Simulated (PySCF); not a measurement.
# One molecule, several mistakes: CClGeH3

These are calculations, not measurements. They come from PySCF 2.14.0, an open-source quantum chemistry program, on an isolated molecule that a program drew, which may never have been made. The molecule is CClGeH3 (charge 0, singlet), drawn as the SMILES string `[CH2]=[GeH][Cl]`.

Each row is a Hartree-Fock (HF) and frozen-core CCSD(T) single point in the cc-pV(D+d)Z basis, meant for a local HF minimum. Run 1 is clean. Each other run has one planted mistake out of seven kinds, and not every kind appears here: one electron removed, one electron added, multiplicity raised by two, geometry at a saddle point, minimal basis STO-3G, one bond length entered in bohr, all coordinates scaled. The reference is restricted for singlets and unrestricted otherwise, and also for a bond in bohr. Adding or removing an electron swaps singlet and doublet. Electrons count all cores. HOMO and LUMO are orbital energies over both spins, the gradient is its largest component, and the lowest frequency (negative if imaginary) is given only where the gradient is small. Bond lengths are over the 5 bonds as drawn. T1 is the CCSD diagnostic: over 0.02 (restricted) or 0.045 (unrestricted) a single reference is doubtful. Germanium has the cc-pVDZ-PP basis, with a core potential (ECP10MDF) in place of its 10 inner electrons, and its 3s, 3p and 3d shells are frozen in CCSD(T).

Geometry of the clean run:
```xyz
6
CClGeH3, angstrom
C     0.0094   -0.2602   -0.7503
Ge   -1.2381   -1.0426    0.1903
Cl   -1.6651   -0.4371    2.2077
H     0.6024    0.5491   -0.3483
H     0.2012   -0.5875   -1.7639
H    -2.1652   -2.1739   -0.1780
```

```
run,electrons,basis functions,<S^2>,HOMO (eV),LUMO (eV),gradient (hartree/bohr),lowest frequency (cm^-1),mean bond (Å),longest bond (Å),T1,HF (hartree),CCSD(T) (hartree),mistake
1,58,75,0.000,-8.69,2.18,1.0e-05,191,1.5136,2.149,0.0125,-792.47050,-792.89076,no fault
2,58,75,1.173,-8.16,1.92,2.6e-02,-,1.7059,2.149,0.0754,-792.34105,-792.74752,one bond length entered in bohr
3,58,75,2.029,-6.09,0.48,9.3e-02,-,1.5136,2.149,0.0123,-792.40111,-792.78196,multiplicity raised by two
4,59,75,0.773,0.84,8.45,4.4e-02,-,1.5136,2.149,0.0109,-792.41582,-792.83746,one electron added
5,58,75,0.000,-8.58,1.80,3.1e-02,-,1.5832,2.248,0.0140,-792.45863,-792.88693,?
```

**Which mistake was planted in run 5, and what did it cost?**

The mean and the longest bond both change by the same factor, 1.046, and the gradient is no longer small. So the mistake is: all coordinates scaled. Subtracting run 1 and multiplying by 627.51 kcal/mol a hartree, the energy moved by 7.4 kcal/mol in HF and 2.4 kcal/mol in CCSD(T).

Cautions from the logs. Run 2: T1 is over the limit, so its CCSD(T) energy is less reliable; run 4: the HOMO is above zero, so the electron isn't bound and the energy depends on the basis.
